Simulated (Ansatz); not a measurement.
Input for Ansatz (development build ahead of 0.2.0):

```yaml
crystal:
  periodic: [false, false, false]
  atoms:
    - { symbol: Be, position_ang: [-0.0051, -0.00482, -0.89944] }
    - { symbol: O, position_ang: [0.0062, 0.00521, 0.44029] }
basis:
  gaussian: { orbitals: cc-pVDZ }
hamiltonian:
  xc: hf
correlation:
  method: mp2
  frozen_orbitals: { Be: 0, O: 1 }
```

The input is written out in the form of the current development build from the run's settings.

Output:

```json
{"Converged": "yes", "Reference energy": "-89.40996 hartree", "Correlation energy": "-0.24502 hartree", "Total energy": "-89.65499 hartree", "Spin squared of the determinant": "0.000"}
```

Caution: in another basis set an unrestricted determinant lies well below.
